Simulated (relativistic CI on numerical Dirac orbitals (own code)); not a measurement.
**Re2+ (5d5) in a crystal field**

Calculated by Dirac-Coulomb-Breit CI, separate exchange-only KLI orbitals for each configuration, a model potential for QED, valence Slater integrals scaled by 0.8, one configuration in a parametric crystal field (own radial code).

Field parameters in Wybourne normalisation: D4h B²₀ = −7Ds, B⁴₀ = 21(Dq − Dt), B⁴₄ = 21√(5/14) Dq; Oh B⁴₀ = 21Dq, B⁴₄ = √(5/14) B⁴₀; Td as Oh with Dq negative (B⁴₀ = 21Dq, B⁴₄ = √(5/14) B⁴₀). The field is a parameter set, without covalency.

S is read from ⟨S²⟩ = S(S + 1).

Powder χT (cm³ K mol⁻¹) by Van Vleck's formula, with temperature-independent terms:

```
                                       Field    2 K    5 K   10 K   20 K   50 K  100 K  200 K  300 K
  D4h, 10Dq = 8900, Ds = 2010, Dt = 760 cm⁻¹   2.31    2.4   2.55   2.84   3.46   3.82   4.03    4.1
  D4h, 10Dq = 9900, Ds = 1280, Dt = 190 cm⁻¹   1.14   1.39    1.8   2.46   3.24   3.65   3.91   3.99
D4h, 10Dq = 13100, Ds = -500, Dt = -700 cm⁻¹  0.513  0.515  0.517  0.522  0.536  0.559  0.605  0.652
D4h, 10Dq = 29800, Ds = 1550, Dt = 1200 cm⁻¹  0.489   0.49  0.492  0.495  0.507  0.525  0.562  0.599
                       Oh, 10Dq = 21550 cm⁻¹   0.48  0.481  0.483  0.487  0.498  0.516  0.553   0.59
                       Oh, 10Dq = 23950 cm⁻¹  0.473  0.474  0.476  0.479   0.49  0.508  0.543  0.578
                       Oh, 10Dq = 30900 cm⁻¹  0.458  0.459  0.461  0.464  0.474   0.49  0.523  0.556
                      Td, 10Dq = -17850 cm⁻¹  0.134  0.136  0.139  0.144   0.16  0.186  0.239  0.291
```

(1) For Td, 10Dq = -17850 cm⁻¹: what effective moment follows at 300 K?

Results:

(1) μ_eff = √(8χT) = 1.53 μB. The ground level has S = 0.81; the spin-only moment for S = 1/2 is 1.73 μB. The difference comes from the orbital moment, spin-orbit mixing of terms and temperature-independent paramagnetism, all larger in this ionic model than in covalent complexes.
